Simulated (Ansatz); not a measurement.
Ansatz (a quantum-chemistry and plane-wave program) input:
A basis named .json is the Basis Set Exchange file of that set.

Ansatz 0.2 input:
```yaml
crystal:
  periodic: [false, false, false]
  atoms:
    - {symbol: N, position_ang: [-1.46635335, -0.88765878, 0.34812585]}
    - {symbol: Al, position_ang: [0.00033333, 0.02636049, 0.00616624]}
    - {symbol: N, position_ang: [1.44658031, -0.67606095, -0.71391097]}
    - {symbol: F, position_ang: [0.02073195, 1.63955393, 0.38352424]}
    - {symbol: H, position_ang: [-1.60141416, -1.86847232, 0.16554185]}
    - {symbol: H, position_ang: [-2.29462604, -0.48894880, 0.75966519]}
    - {symbol: H, position_ang: [1.55706213, -1.63903808, -0.98601822]}
    - {symbol: H, position_ang: [2.28646853, -0.15617442, -0.91057233]}
basis:
  gaussian:
    orbitals: aug-cc-pV_T+d_Z.json
    fitting: {mean_field: def2-universal-jkfit, correlation: aug-cc-pVTZ-RIFIT.json}
total_charge: 1
magnetization: {spin_polarized: true, initial_magnetization: 1}
correlation: {method: mp2, electrons: outside_noble_gas}
```

Task: What final total energy does it print?

Result: -453.25907 Eh (RI-MP2/aug-cc-pV(T+d)Z). The basis has 285 functions.

This state (charge 1, doublet) is run at the relaxed geometry of the species with charge 0 and multiplicity 1.
